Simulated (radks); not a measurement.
Values are calculated unless marked as measured or tabulated.
Spin polarisation of the 5p5 shell in the barium ion Ba3+. Start: [Kr] 4d10 5s2 5p(up 2.5, down 2.5); electrons of 5p are moved from spin down to spin up, other shells keep equal spins. Code: a radial shooting solver on a logarithmic mesh with Libxc functionals. Model: scalar-relativistic Kohn-Sham, SCAN, spin-polarised, spherical densities, finite nucleus; meta-GGA in the generalised Kohn-Sham scheme; Fermi nuclear charge, rms radius of each element as measured or else 0.836 A^(1/3) + 0.57 fm.

\begin{tabular}{lrrrr}
moment (Bohr magnetons) & E - E(0) (eV) & e(5p up) (eV) & e(5p down) (eV) & 5s down minus up (eV) \\ \hline
0 & 0.000 & -42.580 & -42.580 & 0.000 \\
0.25 & -0.022 & -42.721 & -42.434 & 0.300 \\
0.5 & -0.074 & -42.856 & -42.286 & 0.591 \\
0.75 & -0.161 & -42.985 & -42.136 & 0.876 \\
1 & -0.283 & -43.110 & -41.981 & 1.160 \\
\end{tabular}

At moment 1 the spin-polarisation energy is -0.283 eV and the 5p exchange splitting 1.130 eV, that is 1.130 eV per Bohr magneton; E = -I m^2/4 would give I = 1.134 eV.
